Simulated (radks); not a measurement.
Spin polarisation of the 6s1 shell in Pb3+. Start: [Xe] 4f14 5d10 6s(up 0.5, down 0.5); electrons of 6s are moved from spin down to spin up, other shells keep equal spins. Calculated with a radial shooting solver on a logarithmic mesh with Libxc functionals: scalar-relativistic Kohn-Sham, PBEsol, spin-polarised, spherical densities, finite nucleus; Fermi nuclear charge, rms radius of each element as measured or else 0.836 A^(1/3) + 0.57 fm.

moment (Bohr magnetons)	E - E(0) (eV)	e(6s up) (eV)	e(6s down) (eV)	5d down minus up (eV)	5p down minus up (eV)
0	0.000	-37.523	-37.523	0.000	0.000
0.25	-0.017	-37.659	-37.382	0.096	0.027
0.5	-0.069	-37.790	-37.236	0.193	0.053
0.75	-0.156	-37.914	-37.083	0.289	0.080
1	-0.277	-38.034	-36.923	0.387	0.107

At moment 1 the spin-polarisation energy is -0.277 eV and the 6s exchange splitting 1.111 eV, that is 1.111 eV per Bohr magneton; E = -I m^2/4 would give I = 1.108 eV.
